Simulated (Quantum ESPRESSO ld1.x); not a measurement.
Er32+, configuration [Kr].

All-electron calculation, scalar-relativistic Kohn-Sham, revPBE, spin-unpolarised, spherical densities, point nucleus. Program: ld1.x of Quantum ESPRESSO 7.5.

Energy parts (eV):
part                     energy
total                 -341222.9
kinetic                371312.0
electron-nucleus      -789545.8
Hartree                 83273.6
exchange-correlation    -6262.7

Orbitals (lengths in bohr, moments of r in powers of bohr; r(90%) holds 90 % of the orbital's charge):
| orbital | occ. | eigenvalue (eV) | r(90%) | <r> |
|---|---|---|---|---|
| 1s | 2 | -58625.0 | 0.0369 | 0.02037 |
| 2s | 2 | -10887.5 | 0.134 | 0.08639 |
| 2p | 6 | -9773.64 | 0.125 | 0.07666 |
| 3s | 2 | -3365.29 | 0.326 | 0.2230 |
| 3p | 6 | -3026.01 | 0.331 | 0.2216 |
| 3d | 10 | -2610.42 | 0.310 | 0.2003 |
| 4s | 2 | -1492.24 | 0.649 | 0.4591 |
| 4p | 6 | -1367.21 | 0.673 | 0.4719 |

The highest occupied level is 4p at -1367.2 eV. The density falls to 0.001 e/bohr^3 at r = 1.18 bohr. Summed over all electrons, <r^2> = 2.968 bohr^2, which gives a Langevin (diamagnetic) susceptibility term of -2.35 x 10^-6 cm^3/mol.
